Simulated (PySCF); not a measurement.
# Shapes and spin states of CrOCl

Level of theory: B3LYP in PySCF with Cr def2-SVP, O def2-SVP, Cl def2-SVP; no relativity; density-fitted integrals.

Relaxations began from a few typed shapes and spin states; open shells are unrestricted. The search is not exhaustive: other isomers or separated fragments can lie lower, and high-lying points may rest on an excited occupation.

```csv
spin,group,bonds,angles,imaginary modes (cm⁻¹),ΔE (kJ/mol),ΔE with ZPE (kJ/mol)
quartet,Cs,"Cr–Cl 2.178 Å, Cr–O 1.572 Å",Cl–Cr–O 137.1°,none,0.0,0.0
quartet,C∞v,"Cr–Cl 2.194 Å, Cr–O 1.597 Å",Cl–Cr–O 180.0°,"148i, 148i",14.5,–
broken-symmetry Ms = 1/2 (⟨S²⟩ 1.65),Cs,"Cr–Cl 2.177 Å, Cr–O 1.547 Å",Cl–Cr–O 135.4°,none,79.5,80.0
broken-symmetry Ms = 1/2 (⟨S²⟩ 1.79),Cs,"Cr–Cl 2.172 Å, Cr–O 1.555 Å",Cl–Cr–O 137.7°,none,86.0,86.4
broken-symmetry Ms = 1/2 (⟨S²⟩ 1.82),C∞v,"Cr–Cl 2.187 Å, Cr–O 1.569 Å",Cl–Cr–O 180.0°,"129i, 129i",97.9,–
```

The lowest minimum found is the quartet Cs: Cr–Cl 2.178 Å, Cr–O 1.572 Å; Cl–Cr–O 137.1°.

Formally Cr is in oxidation state +3, d3, with 3 unpaired electrons (the high-spin count). The Mulliken spin on Cr is 3.35. The polar-tensor charge on Cr, 1.18, is far below the formal one.

For the lowest minimum: open d and f shells are described by one determinant, and the ground state may have another occupation or spin.
